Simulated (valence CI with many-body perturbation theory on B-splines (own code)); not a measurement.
Energy levels of Sb¹⁸⁺

Level of theory: configuration interaction combined with many-body perturbation theory (CI+MBPT): five valence electrons over a frozen Dirac-Fock core [Ar] 3d10, radial functions for each j: 11 s, 11 p, 10 d, 8 f, 5 g, 2 h, with the one-electron correlation potential Σ1 (screened to all orders), the two-electron term Σ2, the three-electron term Σ3, Breit, model QED; selected single and double excitations, second order for the rest, scaled by the run's own slope (own B-spline code, finite nucleus).

No measured levels were compared; by estimate levels hold to about 250 cm⁻¹ or 0.2 % of their energy and the worst to 1 %, as in measured heavy ions of charge 2 to 7; those with d or f electrons hold less well. Among the levels kept, up to 2100 cm⁻¹ of a level comes from second order outside the variational space, and about a tenth of that is noise between levels of different J, which matters for small intervals.

Levels 136 to 168 of 168, with energies above the lowest level, 4s2.4p3 4S°_3/2. "Leading %" is the weight of the configuration and term that name the level; weights of strongly mixed levels are sums over their largest components and can fall short. In the jj column 3d3/2^4 stands for four electrons in 3d with j = 3/2. Lifetimes count E1, E2, E3, M1 and M2 decay at the calculated energies, and are blank where another channel may lead or the interval is too uncertain; long ones can be off by a factor of two.

```tsv
No.	Configuration	Term	J	E (cm⁻¹)	Leading %	Lifetime	g	Leading jj
136	4s2.4p2.4f	2G°	7/2	1415200	29	3.66 ps	1.040	4s^2 4p1/2 4p3/2 4f5/2 (58 %)
137	4s2.4p2.4f	2F°	5/2	1418600	32	4.86 ps	0.899	4s^2 4p1/2 4p3/2 4f5/2 (59 %)
138	4s2.4p2.4f	2G°	9/2	1418700	45	6.22 ps	1.180	4s^2 4p1/2 4p3/2 4f7/2 (68 %)
139	4s2.4p.4d2	4G°	11/2	1420500	45	25.3 ps	1.175	4s^2 4p3/2 4d5/2^2 (67 %)
140	4s2.4p2.4f	4D°	1/2	1424200	46	5.11 ps	0.128	4s^2 4p1/2 4p3/2 4f5/2 (40 %)
141	4s2.4p.4d2	4F°	5/2	1425100	45	3.32 ps	1.104	4s^2 4p1/2 4p3/2 4f5/2 (25 %)
142	4s2.4p2.4f	4D°	3/2	1427000	35	4.10 ps	1.036	4s^2 4p1/2 4p3/2 4f5/2 (25 %)
143	4s2.4p.4d2	4F°	7/2	1427300	31	3.70 ps	1.185	4s^2 4p3/2 4d3/2^2 (23 %)
144	4s2.4p2.4f	4F°	3/2	1434400	51	3.14 ps	0.660	4s^2 4p1/2 4p3/2 4f5/2 (43 %)
145	4s2.4p.4d2	4D°	5/2	1437700	14	5.46 ps	1.139	4s^2 4p3/2 4d3/2 4d5/2 (33 %)
146	4s2.4p2.4f	2D°	5/2	1440900	23	4.00 ps	1.104	4s^2 4p1/2 4p3/2 4f7/2 (40 %)
147	4s2.4p2.4f	2G°	9/2	1445400	37	6.04 ps	1.081	4s^2 4p1/2 4p3/2 4f5/2 (30 %)
148	4s2.4p.4d2	2F°	7/2	1449900	34	3.89 ps	1.163	4s^2 4p3/2 4d3/2 4d5/2 (47 %)
149	4s2.4p.4d2	4F°	9/2	1453700	40	3.09 ps	1.235	4s^2 4p3/2 4d3/2 4d5/2 (61 %)
150	4s2.4p2.4f	2F°	5/2	1455900	25	6.24 ps	1.171	4s^2 4p3/2 4d3/2 4d5/2 (43 %)
151	4s2.4p.4d2	4D°	7/2	1458300	58	5.24 ps	1.310	4s^2 4p3/2 4d5/2^2 (44 %)
152	4s2.4p.4d2	2P°	1/2	1460500	78	4.60 ps	0.679	4s^2 4p1/2 4d5/2^2 (56 %)
153	4s2.4p.4d2	4P°	5/2	1467100	40	6.47 ps	1.273	4s^2 4p3/2 4d5/2^2 (33 %)
154	4s2.4p.4d2	2P°	3/2	1469800	38	2.72 ps	1.122	4s^2 4p3/2 4d3/2 4d5/2 (33 %)
155	4s2.4p.4d2	2G°	7/2	1471400	43	4.11 ps	1.051	4s^2 4p3/2 4d3/2 4d5/2 (19 %)
156	4s2.4p2.4f	4G°	11/2	1471600	52	3.83 ps	1.214	4s^2 4p3/2 4d3/2 4d5/2 (43 %)
157	4s2.4p.4d2	2S°	1/2	1476100	54	2.96 ps	2.074	4s^2 4p3/2 4d3/2 4d5/2 (63 %)
158	4s2.4p2.4f	2H°	9/2	1484100	31	3.50 ps	1.091	4s^2 4p3/2 4d5/2^2 (39 %)
159	4s2.4p2.4f	4F°	5/2	1485500	20	3.70 ps	1.093	4s^2 4p3/2 4d3/2 4d5/2 (34 %)
160	4s2.4p.4d2	4D°	7/2	1490100	49	2.77 ps	1.285	4s^2 4p3/2 4d3/2 4d5/2 (28 %)
161	4s2.4p2.4f	2P°	3/2	1490900	28	3.13 ps	1.002	4s^2 4p1/2 4p3/2 4f7/2 (43 %)
162	4s2.4p2.4f	2G°	7/2	1491100	24	5.19 ps	1.091	4s^2 4p3/2^2 4f5/2 (24 %)
163	4s2.4p.4d2	4D°	5/2	1498700	27	2.01 ps	1.199	4s^2 4p3/2 4d3/2 4d5/2 (26 %)
164	4s2.4p2.4f	2P°	1/2	1499000	38	2.63 ps	0.394	4s^2 4p1/2 4p3/2 4f5/2 (32 %)
165	4s2.4p.4d2	4S°	3/2	1504400	24	2.20 ps	1.373	4s^2 4p3/2 4d3/2 4d5/2 (23 %)
166	4s2.4p.4d2	2F°	7/2	1506200	25	3.20 ps	1.175	4s^2 4p3/2^2 4f7/2 (40 %)
167	4s2.4p2.4f	4F°	9/2	1506300	36	4.60 ps	1.197	4s^2 4p3/2^2 4f7/2 (67 %)
168	4s2.4p.4d2	4S°	3/2	1507400	34	2.01 ps	1.462	4s^2 4p3/2 4d3/2^2 (35 %)
```

Names give the largest LS component (configuration and term), which can be under half, so a name can repeat, a term be missing and a line seem to break the LS rules; names also repeat where a configuration has a term twice.

Where two levels of one J and parity lie close, their mixing, g and order are uncertain.
